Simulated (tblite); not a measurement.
Input of a run (GFN2-xTB geometry optimisation, gas phase (tblite 0.8.0)), started from a force field or distance geometry:
```
{"job": {"kind": "relax", "xc": "GFN2-xTB", "basis": "xTB"}, "charge": 0, "multiplicity": 1}
C      2.071300    -1.464700     0.449600
C      1.148000    -0.629800    -0.090600
C      0.680200     0.661100     0.507800
C      1.486400     1.789500    -0.014400
N      2.107400     2.668900    -0.412400
C     -0.798700     0.790200     0.030800
C     -1.754800     0.015300     0.935700
C     -0.848200     0.301000    -1.416500
S      0.279800    -1.146000    -1.568900
O     -0.496100    -2.367600    -1.160100
H      2.577900    -1.222000     1.371200
H      2.302500    -2.416700    -0.014000
H      0.719000     0.651400     1.609500
H     -1.114700     1.838900     0.056700
H     -2.787200     0.109500     0.575600
H     -1.731900     0.416600     1.969700
H     -1.509000    -1.049100     1.000900
H     -1.861200    -0.002000    -1.735800
H     -0.480300     1.064900    -2.102500
```

Output (eV, eV/Å):
```
step      E/eV     max force
  0    -808.94923    2.732
  1    -809.04611    2.087
  2    -809.08441    0.870
  3    -809.08890    1.634
  4    -809.10304    0.479
  5    -809.11057    0.332
  6    -809.11517    0.171
  7    -809.11778    0.120
  8    -809.11947    0.131
  9    -809.12183    0.154
 10    -809.12335    0.102
 11    -809.12453    0.105
 12    -809.12564    0.112
 13    -809.12699    0.111
 14    -809.12825    0.103
 15    -809.12917    0.062
 16    -809.12980    0.056
 17    -809.13041    0.068
 18    -809.13114    0.080
 19    -809.13199    0.084
 20    -809.13290    0.088
 21    -809.13389    0.116
 22    -809.13497    0.104
 23    -809.13610    0.079
 24    -809.13721    0.088
 25    -809.13826    0.104
 26    -809.13928    0.121
 27    -809.14026    0.092
 28    -809.14110    0.060
 29    -809.14176    0.067
 30    -809.14222    0.071
 31    -809.14252    0.044
 32    -809.14272    0.033
 33    -809.14288    0.032
 34    -809.14306    0.050
 35    -809.14327    0.048
 36    -809.14344    0.031
 37    -809.14355    0.021
 38    -809.14362    0.021
 39    -809.14368    0.023
 40    -809.14375    0.022
 41    -809.14381    0.018
 42    -809.14386    0.016
 43    -809.14390    0.017
 44    -809.14395    0.020
 45    -809.14400    0.021
 46    -809.14405    0.017
 47    -809.14408    0.014
 48    -809.14412    0.016
 49    -809.14416    0.021
 50    -809.14421    0.018
 51    -809.14424    0.011
 52    -809.14426    0.011
 53    -809.14427    0.008
```

**Question.** Summarise the run.

**Answer.** The energy falls by 4.5 kcal/mol over 53 L-BFGS steps, the largest force on an atom goes from 2.73 to 0.008 eV/Å, and the atoms move by 0.108 Å rms after alignment. The bond that changes most is C2–S9 (fully substituted alkene carbon to sulfinyl sulfur), which lengthens by 0.046 Å. Bonds longer at the end by more than 0.005 Å: 3 of 19; shorter: 11. Among the angles that change most is C3–C2–S9, from 115.3° to 111.9°. The energy never rose by more than 1e-5 eV on the way. The first step brought 50 % of the lowering.

**Question.** What are the final bond lengths?

**Answer.** C1=C2 1.317 Å, C2–C3 1.504 Å, C3–C4 1.446 Å, C4≡N5 1.143 Å, C3–C6 1.541 Å, C6–C7 1.525 Å, C6–C8 1.522 Å, C8–S9 1.858 Å, S9=O10 1.465 Å, C2–S9 1.836 Å, C1–H11 1.079 Å, C1–H12 1.076 Å, C3–H13 1.096 Å, C6–H14 1.097 Å, C7–H15 1.088 Å, C7–H16 1.088 Å, C7–H17 1.088 Å, C8–H18 1.087 Å, C8–H19 1.090 Å. Numbering counts from 1 in the input's order; the species is `C=C1[C@@H](C#N)[C@H](C)C[S@@]1=O`.

On Arm Neoverse V1, one thread, shared host, this took 0.44 s of wall time.

Its GFN2-xTB frequencies are all real (lowest 38 cm⁻¹). The numbers are those of one conformer. 3 starts were optimised and ended at 0.00, 0.00 and 0.65 kcal/mol (GFN2-xTB); the lowest of these is shown.

These are computed values.
